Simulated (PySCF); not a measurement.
## Correlation energy of Ne²⁺ (neon, charge +2)

[He] 2s2 2p4, high-spin 3P determinant. Calculation: PySCF 2.14, in x2c-TZVPPall; the spin-free X2C one-electron Hamiltonian (Gaussian nucleus). Frozen: nothing; 8 electrons correlated.

| level | correlation energy (mhartree) |
| --- | --- |
| CCSD | -174.06 |
| (T) | -1.44 |
| CCSD(T) | -175.50 |
| CCSDT | -175.63 |

Diagnostics: T1 = 0.0024, D1 = 0.0059, largest double amplitude 0.026.

Cost of the coupled-cluster step: of the order of 0.9 core-seconds, for 8 correlated electrons.

This basis was not built for core-valence correlation, so the inner-shell part is incomplete.
